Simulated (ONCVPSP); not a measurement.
**Pt, ONCV: configuration errors across variants**

- Element: platinum (Pt)
- Generator: ONCVPSP 4.0.1
- Type: optimised norm-conserving Vanderbilt (ONCV)
- Functional: PBE
- Relativity: scalar-relativistic
- Frozen core: [Kr] 4d10 4f14
- Valence charge: 18
- Reference configuration: 5s2 5p6 5d9 6s1
- Partial waves: 5s+6s: rc 1.40 bohr, ncon 5, nbas 8, qcut 6.9 1/bohr, 2 projectors; 5p: rc 1.60 bohr, ncon 4, nbas 7, qcut 10.4 1/bohr, 1 projector; 5d: rc 1.40 bohr, ncon 3, nbas 6, qcut 7.2 1/bohr, local
- Local potential: the d channel
- Core correction: Teter function, fcfact 4.25, rcfact 1.45

All-electron excitation energies from the reference (eV): (1) 5s2 5p6 5d9 6s0 9.194; (2) 5s2 5p6 5d8 6s0 29.160; (3) 5s2 5p6 5d7 6s0 61.377; (4) 5s2 5p6 5d10 6s0 -0.017.

Errors AE − PS in meV (a dash: test not solved or not reliable):

```tsv
change	(1)	(2)	(3)	(4)	bound ghosts	GHOST(+) flags above zero
base	-4.8	-3.8	-7.4	-6.3	none	none
core correction Teter function, fcfact 1.5, rcfact 1.45	-4.3	-3.2	-5.4	-5.7	none	none
core correction Teter function, fcfact 2.1, rcfact 1.45	-4.4	-3.3	-5.8	-5.8	none	none
core correction Teter function, fcfact 2.8, rcfact 1.45	-4.5	-3.5	-6.2	-5.9	none	none
core correction Teter function, fcfact 3.3, rcfact 1.45	-4.6	-3.6	-6.6	-6.0	none	none
core correction Teter function, fcfact 4.9, rcfact 1.45	-4.9	-4.0	-8.0	-6.4	none	none
core correction Teter function, fcfact 5.4, rcfact 1.45	-5.0	-4.1	-8.5	-6.5	none	none
core correction Teter function, fcfact 6.2, rcfact 1.45	-5.1	-4.3	-9.3	-6.7	none	none
core correction Teter function, fcfact 7, rcfact 1.45	-5.3	-4.5	-10	-6.9	none	none
core correction Teter function, fcfact 7.7, rcfact 1.45	-5.4	-4.7	-11	-7.1	none	none
```

Question: Give the same row for: core correction Teter function, fcfact 4.3, rcfact 1.45.

Answer: -4.8, -3.8, -7.5, -6.3; bound ghosts: none; GHOST(+) flags above zero: none.
